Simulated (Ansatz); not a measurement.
System: sum formula H₂GeOCl, charge -1, multiplicity 1. It need not be the lowest isomer of its formula. Whether it binds its extra electron was not tested at this geometry. 
Geometry from a B3LYP-D3(BJ)/def2-TZVP (Ansatz, a quantum-chemistry and plane-wave program) optimisation:
```
Ge
O 1 1.8764
H 2 0.9621 1 108.71
H 1 1.6418 2 95.73 3 -38.33
Cl 1 2.4284 4 90.20 3 -83.71
```
Charge -1, spin multiplicity 1.

Basis-set convergence of Hartree-Fock and CCSD correlation energies (hartree) with Ansatz. Correlated levels leave the core frozen unless marked. Spin-orbit coupling is left out. Frozen are the shells of the preceding noble gas and the d and f shells that filled before the atom's block. Non-relativistic.

```json
[
 {"basis": "def2-SVPD", "functions": "104", "E(HF)": "-2610.53304", "E(corr, CCSD)": "-0.48417"},
 {"basis": "def2-TZVPPD", "functions": "179", "E(HF)": "___", "E(corr, CCSD)": "___"}
]
```

Q: Some entries are withheld; supply them.

A: 
- def2-TZVPPD, E(HF): -2611.03638
- def2-TZVPPD, E(corr, CCSD): -0.59295
